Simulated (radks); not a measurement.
The numbers below are computed, except where a source is named.
Q: Coulomb parameter of the 4f shell of neutral terbium in the model configuration [Xe] 4f7 5d2 6s2, as a second difference U = [E(n + 0.25) + E(n - 0.25) - 2 E(n)] / (0.25)^2 with all orbitals relaxed. "Bare": the charge of the atom changes with n. "Screened": the 5d shell takes up the change at fixed total charge, which measures U(4f,4f) + U(5d,5d) - 2 U(4f,5d). Level of theory: scalar-relativistic Kohn-Sham, r2SCAN, spin-unpolarised, spherical densities, finite nucleus; meta-GGA in the generalised Kohn-Sham scheme; Fermi nuclear charge, rms radius 5.06 fm (a radial shooting solver on a logarithmic mesh with Libxc functionals). Estimate both.

A: U(bare) = 14.950 eV, U(screened by 5d) = 5.918 eV, against the Slater integral F0(4f,4f) = 31.835 eV with frozen orbitals. The step up makes a negative ion, whose loosely bound charge lowers the bare value.
